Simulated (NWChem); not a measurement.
Molecule: CH₆FNSi₂; SMILES [Si@@H]1(F)N[SiH2]C1

```xyz
11

F     -0.0370    -2.1143    -0.6195
Si    -0.0058    -0.8846     0.4486
C      1.3480     0.3708     0.0961
Si    -0.0528     1.6055    -0.2428
N     -1.1987     0.3279     0.1363
H     -0.0695    -1.5516     1.7768
H      1.9970     0.6264     0.9468
H      1.9767     0.1208    -0.7716
H     -0.1362     2.1329    -1.6403
H     -0.1015     2.7743     0.6900
H     -2.2105     0.3136     0.1618
```
Atoms are numbered in this order, from 1.

All runs: NWChem. Structure relaxed at the PBE0/def2-SVP level.

For level TPSS/STO-3G:

```
Item                         Result
---------------------------  ------
highest occupied level (eV)   -2.13
orbital gap (eV)               7.81
dipole (D)                     0.63
```

Question: How do the values read with level TPSS/def2-SVP instead?

Answer: The highest occupied level (eV) is -6.48, the orbital gap (eV) is 6.23 and the dipole (D) is 1.38.
